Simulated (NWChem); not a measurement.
System meant: trimethylarsine (C3H9As); SMILES C[As](C)C

Here is an NWChem input.

```
start job
memory heap 200 mb stack 900 mb global 1100 mb
geometry units angstroms noautoz
  C      0.638259     1.589162    -0.529155
  As     0.000000     0.000000     0.478307
  C      1.057125    -1.347330    -0.529155
  C     -1.695384    -0.241833    -0.529155
  H      0.575668     1.428716    -1.624552
  H      1.689858     1.801301    -0.252197
  H      0.023492     2.469240    -0.255176
  H      0.949470    -1.212901    -1.624552
  H      0.715044    -2.364111    -0.252197
  H      2.126679    -1.254964    -0.255176
  H     -1.525138    -0.215814    -1.624552
  H     -2.150170    -1.214276    -0.255176
  H     -2.404902     0.562810    -0.252197
end
basis spherical
  * library def2-svp
end
dft
  xc b3lyp
  iterations 4
  mulliken
end
task dft energy
```

End of the output:

```
    Atom       Charge   Shell Charges
 -----------   ------   -------------------------------------------------------
    1 C    6     6.20   1.96  0.60  0.34  1.86  1.38  0.05
    2 As  33    32.63   2.00  2.00  1.95  0.98  0.52  5.99  5.80  1.65  1.47  7.82  2.04  0.40
    3 C    6     6.20   1.96  0.60  0.34  1.86  1.38  0.05
    4 C    6     6.20   1.96  0.60  0.34  1.86  1.38  0.05
    5 H    1     0.98   0.63  0.28  0.07
    6 H    1     0.97   0.63  0.27  0.07
    7 H    1     0.97   0.63  0.27  0.07
    8 H    1     0.98   0.63  0.28  0.07
    9 H    1     0.97   0.63  0.27  0.07
   10 H    1     0.97   0.63  0.27  0.07
   11 H    1     0.98   0.63  0.28  0.07
   12 H    1     0.97   0.63  0.27  0.07
   13 H    1     0.97   0.63  0.27  0.07

 center of mass
 --------------
 x =  -0.00000000 y =   0.00000000 z =   0.16714121

 moments of inertia (a.u.)
 ------------------
         391.087655413545          -0.000000000000          -0.000000000000
          -0.000000000000         391.087655413545           0.000000000000
          -0.000000000000           0.000000000000         534.356606688879

     Multipole analysis of the density
     ---------------------------------

     L   x y z        total         alpha         beta         nuclear
     -   - - -        -----         -----         ----         -------
     0   0 0 0     -0.000000    -30.000000    -30.000000     60.000000

     1   1 0 0      0.000000      0.000000      0.000000     -0.000000
     1   0 1 0     -0.000000     -0.000000     -0.000000      0.000000
     1   0 0 1     -0.336053     -0.168026     -0.168026     -0.000000

     2   2 0 0    -28.857653   -100.582962   -100.582962    172.308271
     2   1 1 0      0.000000     -0.000000     -0.000000      0.000000
     2   1 0 1      0.000000      0.000000      0.000000      0.000000
     2   0 2 0    -28.857653   -100.582962   -100.582962    172.308271
     2   0 1 1      0.000000      0.000000      0.000000      0.000000
     2   0 0 2    -31.070781    -52.840697    -52.840697     74.610612

 ------------------------------------------------------------------------
 dft energy failed                                                                                  0
 ------------------------------------------------------------------------
 ------------------------------------------------------------------------
  current input line :
    26: task dft energy
 ------------------------------------------------------------------------
 ------------------------------------------------------------------------
 This type of error is most commonly associated with calculations not reaching convergence criteria
 ------------------------------------------------------------------------
 For more information see the NWChem manual at https://nwchemgit.github.io

0:dft energy failed:Received an Error in Communication
```

Task: What is wrong, and how is it mended?

Result: Convergence was not reached. Cause: the SCF was allowed too few iterations. This input runs:
```
start job
memory heap 200 mb stack 900 mb global 1100 mb
geometry units angstroms noautoz
  C      0.638259     1.589162    -0.529155
  As     0.000000     0.000000     0.478307
  C      1.057125    -1.347330    -0.529155
  C     -1.695384    -0.241833    -0.529155
  H      0.575668     1.428716    -1.624552
  H      1.689858     1.801301    -0.252197
  H      0.023492     2.469240    -0.255176
  H      0.949470    -1.212901    -1.624552
  H      0.715044    -2.364111    -0.252197
  H      2.126679    -1.254964    -0.255176
  H     -1.525138    -0.215814    -1.624552
  H     -2.150170    -1.214276    -0.255176
  H     -2.404902     0.562810    -0.252197
end
basis spherical
  * library def2-svp
end
dft
  xc b3lyp
  iterations 150
  mulliken
end
task dft energy
```
It converges to -2355.29449 Ha (B3LYP/def2-SVP).
